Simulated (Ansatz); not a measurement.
`O[Si](O)(S)[TeH]` + H₂ → `O[SiH](O)S` + H₂Te  (hydrogenolysis of the Si–Te bond)

Computed with Ansatz on PBE0-D4/def2-TZVP structures; ΔE is electronic, products minus reactants. CBS: MP2 limit from def2 TZ/QZ plus the TZ coupled-cluster correction, frozen cores. This one scheme is used for every species. DFT in def2-TZVPP. B3LYP here is the variant with VWN-RPA as its local correlation; programs differ in this. HSE06 is defined as in plane-wave codes. Elements past krypton have def2 core potentials. For Te outer-core shells are correlated without core-valence functions, which leaves a few kJ/mol of doubt a bond. Each species was taken in one conformer, which may not be the lowest.

(1) Is it downhill or uphill in electronic energy at CCSD(T)/CBS, and by how much? (Estimate.)

(2) What do these levels give: PBE-D4, PBE0-D4, B3LYP-D4, r2SCAN0-D4, HSE06-D4, CAM-B3LYP-D4, PBE, r2SCAN, r2SCAN0, MP2/def2-TZVPP, CCSD/def2-TZVPP, HF/def2-QZVPP? (An estimate is asked.)

Largest T1 diagnostic among the species: 0.012.

## Answers

(1) Computed: Uphill: ΔE = +45.8 kJ/mol.

(2) Ansatz gave: PBE-D4 51.3, PBE0-D4 46.9, B3LYP-D4 42.3, r2SCAN0-D4 43.7, HSE06-D4 47.0, CAM-B3LYP-D4 33.1, PBE 41.0, r2SCAN 43.9, r2SCAN0 40.5, MP2/def2-TZVPP 50.4, CCSD/def2-TZVPP 28.5, HF/def2-QZVPP 6.7 kJ/mol.

In def2-TZVPP, CCSD(T) changes the Hartree–Fock value by +27.9 kJ/mol (the triples alone add +6.9 kJ/mol) and MP2 by +42.9 kJ/mol. From PBE to PBE0 (25 % exact exchange), in def2-TZVPP and without D4, ΔE moves by −3.4 kJ/mol.
